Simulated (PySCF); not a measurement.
Compound: C2H4BBrO2.
SMILES: `BrB1OCCO1`

Computed, not measured: PBE0-D3(BJ)/def2-SVP geometry optimisation, gas phase (PySCF).

Masses are those of the commonest isotopes; rigid-rotor values at the optimised geometry. 

Give the principal moments of inertia and the rotational constants in MHz.

Ia = 64.94, Ib = 410.71, Ic = 468.92 u·Å²; 505379 MHz·u·Å²/I gives A = 7783, B = 1231, C = 1078 MHz.

What kind of rotor is it?

A near-prolate asymmetric top; Ray's κ = -0.954.

What does the inertial defect say?

Not planar: Δ = Ic − Ia − Ib = -6.73 u·Å². For a rigid frame Δ = −2 Σ m c², so Σ m c² = 3.37 u·Å² lies off the ab plane: 3.23 from hydrogen and 0.13 from heavier atoms. The atom farthest from that plane is 1.03 Å away.

Give the other two planar moments, Paa and Pbb, and the rms extents of the mass along the axes.

Paa = Σ m a² = (Ib + Ic − Ia)/2 = 407.34 and Pbb = Σ m b² = (Ia + Ic − Ib)/2 = 61.57 u·Å². With the mass M = 149.95 u, the rms extents √(P/M) along a, b and c are 1.65, 0.64, 0.15 Å.

List the rotational levels J(Ka,Kc) to J = 3 (cm⁻¹).

Above 0(0,0):
J = 1: 1(0,1) 0.0770, 1(1,1) 0.2956, 1(1,0) 0.3006
J = 2: 2(0,2) 0.2309, 2(1,2) 0.4444, 2(1,1) 0.4597, 2(2,1) 1.1154, 2(2,0) 1.1155
J = 3: 3(0,3) 0.4615, 3(1,3) 0.6677, 3(1,2) 0.6983, 3(2,2) 1.3464, 3(2,1) 1.3468, 3(3,1) 2.4520, 3(3,0) 2.4520
The levels of one J sum to (2J + 1)J(J + 1)(A + B + C)/3.

Which lines would a microwave search look for?

The dipole components are |μa| = 3.54 D, |μb| = 0.00 D, |μc| = 0.02 D. The squared components, which scale the intensities, stand as 1.00 : 0.00 : 0.00 (a : b : c). Some lines, for components of 0.1 D or more:

```tsv
type	branch	J(Ka,Kc)	MHz	lower level (cm⁻¹)
a	Q	2(1,1) ← 2(1,2)	458	0.444
a	Q	3(1,2) ← 3(1,3)	916	0.668
a	R	1(0,1) ← 0(0,0)	2308	0.000
a	R	2(1,2) ← 1(1,1)	4464	0.296
a	R	2(0,2) ← 1(0,1)	4614	0.077
a	R	2(1,1) ← 1(1,0)	4769	0.301
a	R	3(1,3) ← 2(1,2)	6694	0.444
a	R	3(0,3) ← 2(0,2)	6914	0.231
a	R	3(2,2) ← 2(2,1)	6925	1.115
a	R	3(2,1) ← 2(2,0)	6935	1.115
a	R	3(1,2) ← 2(1,1)	7152	0.460
```

No frequency check. These are rigid-rotor constants of the computed structure; measured ground-state constants (B0) also hold zero-point vibration. Quadrupole hyperfine structure (11B, 79Br) is left out.

The run took 32 s wall on an Arm Neoverse V2 with one thread, no GPU, shared host with 48 logical CPUs at a one-minute load of 22, and the process peaked at 0.51 GiB of memory. These figures are those of the optimisation.
